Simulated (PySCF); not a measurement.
# Spinor energies of Ru³⁴⁺ (ruthenium, charge +34)

Start: [Ne]. Calculated with PySCF 2.14 in an even-tempered Gaussian basis (18 s from 3.3 bohr⁻², ratio 2.6; 13 p from 4.3 bohr⁻², ratio 2.6; 6 d from 4.4 bohr⁻², ratio 2.8; 3 f from 110 bohr⁻², ratio 2.8): generalised Hartree-Fock with the X2C-1e Hamiltonian and a Gaussian nucleus; spin-orbit coupling (SO) screened by Boettger's factors.

```csv
spinor shell,electrons,"ε, screened SO (eV)",weight of nominal j (screened SO),"rms radius, screened SO (bohr)"
1s1/2,2,-24218.7,1.000,0.0383
2s1/2,2,-5128.3,1.000,0.154
2p1/2,2,-4895.5,1.000,0.134
```

Where does 2p3/2 lie, and what is the 2p spin-orbit splitting (screened SO)?

At -4757.6 eV, 137.91 eV above 2p1/2.

```json
{"quantity": "E (hartree)", "screened SO": "-3581.45135"}
{"quantity": "M_J", "screened SO": "0"}
{"quantity": "⟨J²⟩", "screened SO": "0.000"}
{"quantity": "⟨L²⟩", "screened SO": "0.004"}
{"quantity": "⟨S²⟩", "screened SO": "0.004"}
```

Breit and QED terms are absent; they matter most for the inner s and p1/2 levels.

Densities and radii are taken from the X2C orbitals without a picture-change correction, which distorts them close to the nucleus.
